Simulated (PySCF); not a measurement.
# Nonlinear optical response: `C=C/C=C/[SiH3]`, C$_{4}$H$_{8}$Si

Geometry:
```json
{"atom": "C1", "x (Å)": "-2.277", "y (Å)": "0.124", "z (Å)": "-1.640"}
{"atom": "C2", "x (Å)": "-1.632", "y (Å)": "0.217", "z (Å)": "-0.469"}
{"atom": "C3", "x (Å)": "-0.197", "y (Å)": "0.044", "z (Å)": "-0.316"}
{"atom": "C4", "x (Å)": "0.465", "y (Å)": "0.132", "z (Å)": "0.855"}
{"atom": "Si5", "x (Å)": "2.307", "y (Å)": "-0.095", "z (Å)": "1.025"}
{"atom": "H6", "x (Å)": "-1.738", "y (Å)": "-0.093", "z (Å)": "-2.568"}
{"atom": "H7", "x (Å)": "-3.359", "y (Å)": "0.260", "z (Å)": "-1.711"}
{"atom": "H8", "x (Å)": "-2.198", "y (Å)": "0.434", "z (Å)": "0.445"}
{"atom": "H9", "x (Å)": "0.359", "y (Å)": "-0.171", "z (Å)": "-1.239"}
{"atom": "H10", "x (Å)": "-0.126", "y (Å)": "0.349", "z (Å)": "1.756"}
{"atom": "H11", "x (Å)": "2.893", "y (Å)": "-0.370", "z (Å)": "-0.322"}
{"atom": "H12", "x (Å)": "2.950", "y (Å)": "1.129", "z (Å)": "1.599"}
{"atom": "H13", "x (Å)": "2.627", "y (Å)": "-1.235", "z (Å)": "1.941"}
```

The calculation used PySCF 2.14.0, quadratic response LC-wPBE/def2-SVPD first hyperpolarisability, Taylor convention, gas phase. Geometry: PBE0-D3(BJ)/def2-SVP.

Question: What is the first hyperpolarisability, and how does it disperse?

Answer: In au, Taylor convention; the vector part is βᵢ = ⅓ Σⱼ (βᵢⱼⱼ + βⱼᵢⱼ + βⱼⱼᵢ); β∥ is 3/5 of the vector part along the dipole, the dipole points from − to +:
```csv
process,λ (nm),β vector norm,β∥,β HRS,depolarisation ratio
"static β(0;0,0)",∞,183.1,109.8,71.2,6.38
"second harmonic β(−2ω;ω,ω)",1907,191.6,114.9,74.6,6.31
"Pockels β(−ω;ω,0)",1907,185.8,111.4,–,–
"second harmonic β(−2ω;ω,ω)",1064,213.4,128.0,83.5,6.13
"Pockels β(−ω;ω,0)",1064,192.2,115.3,–,–
```

Question: Which lowest excitations, dipole and polarisabilities go with it?

Answer: S1 5.80 eV (f = 0.914); S2 6.70 eV (f = 0.004); S3 7.49 eV (f = 0.001); dipole 0.97 D; isotropic α 83.7 au static, 84.1 au at 1907 nm, 85.0 au at 1064 nm, 85.3 au at 953.5 nm, 89.5 au at 532 nm.
